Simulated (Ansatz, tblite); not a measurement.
Forces on the cluster Cr₃P₃ at its PBE0-D4/def2-SVP geometry. Charge 0, multiplicity 2.

The xTB rows come from tblite. At PBE-D4/def2-TZVP the charge 0 doublet is spin-contaminated (final ⟨S²⟩ up to 6.05, 0.75 for a pure state). At PBE-D4/def2-TZVP an occupied level lies above an empty one. Another isomer (quartet) lies 3.00 eV lower at PBE0-D4/def2-TZVP; other spin states weren't run for this one.

GFN1-xTB (tblite), largest force 4.27 eV/Å:

```xyz
6
positions Å, forces eV/Å
Cr    0.095    1.182    0.839    2.397   -2.525   -1.385
Cr    1.841   -0.848    0.831   -2.203    2.896   -2.036
Cr    1.483    0.620   -1.320   -1.755   -1.105    3.731
P    -1.155    0.480   -1.120    0.583   -0.636    0.161
P    -0.382   -1.381   -0.107   -0.099    1.577    0.298
P    -1.882   -0.052    0.878    1.078   -0.208   -0.770
```

GFN2-xTB (tblite), largest force 3.23 eV/Å:

```
Cr 2.316 -0.319 -0.481
Cr -1.022 2.462 -1.825
Cr 0.365 -0.517 2.603
P -0.354 -0.355 -0.035
P -1.323 -0.700 0.119
P 0.017 -0.571 -0.381
```

PBE-D4/def2-TZVP (Ansatz), largest force 1.75 eV/Å:

```
Cr 1.546 -0.140 0.467
Cr -1.413 0.821 -0.636
Cr -1.226 -0.301 1.014
P 0.389 -0.123 -1.202
P 0.602 -0.040 0.159
P 0.101 -0.216 0.198
```
